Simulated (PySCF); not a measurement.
Positional isomers: azulene hydroxy+boryl. All species are isolated molecules in the gas phase. One relaxed conformer stands for each flexible species; it need not be the lowest. Strings in code marks are SMILES.

Quantity: electronic energy of isomers of C10H9BO relative to `Bc1c(O)cc2cccccc1-2`, in eV.

Case: `Bc1ccc2cc(O)cccc1-2`. Geometry of `Bc1ccc2cc(O)cccc1-2` (neutral, multiplicity 1, Å):

```xyz
21

B     -3.3643    -0.2293     0.3767
C     -2.0127     0.4471     0.3626
C     -1.7564     1.8155     0.6526
C     -0.4014     2.1135     0.5496
C      0.2839     0.9347     0.1839
C      1.6603     0.8409    -0.0137
C      2.4362    -0.2617    -0.3729
O      3.7723    -0.1127    -0.5077
C      1.9886    -1.5713    -0.6254
C      0.7045    -2.0864    -0.5834
C     -0.5100    -1.4545    -0.2788
C     -0.7353    -0.1320     0.0624
H     -4.3559     0.4096     0.6548
H     -3.4941    -1.4071     0.1159
H     -2.5361     2.5313     0.9212
H      0.0695     3.0820     0.7179
H      2.2140     1.7770     0.1367
H      4.0190     0.7998    -0.3226
H      2.7934    -2.2623    -0.8912
H      0.6284    -3.1504    -0.8254
H     -1.4039    -2.0837    -0.3133
```

**Question.** Estimate the electronic energy of isomers of C10H9BO relative to `Bc1c(O)cc2cccccc1-2` that PBE-D3(BJ)/def2-TZVP // PBE0-D3(BJ)/def2-SVP (PySCF) returns for this input.

**Answer.** 0.343 eV.
